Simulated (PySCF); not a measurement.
# Interval between two levels of S(2+) by level of theory

S(2+) [Ne] 3s2 3p2 [3P2, M_J = 2] → S(2+) [Ne] 3s1 3p3 [5S2, M_J = 2], as a difference of total energies. Computed with PySCF 2.14 in x2c-TZVPall-2c (5s6p2d1f, 40 functions), with the two-component X2C-1e Hamiltonian. Correlated levels: [Ne] frozen; the 6 highest virtual spinors dropped. "Screened" scales the spin-orbit matrix elements by Boettger's factors to mimic the two-electron term; Breit and QED terms are absent.

```
                    method  interval between two levels (cm⁻¹)
           GHF (spin-free)                               42595
          GMP2 (spin-free)                               52521
 GHF (screened spin-orbit)                               42304
GMP2 (screened spin-orbit)                               52229
```

The labels give the starting determinants; with spin-orbit coupling the two ends relaxed to ⟨J²⟩ = 6.01, ⟨L²⟩ = 2.02, ⟨S²⟩ = 2.00 and ⟨J²⟩ = 6.00, ⟨L²⟩ = 0.00, ⟨S²⟩ = 6.00.
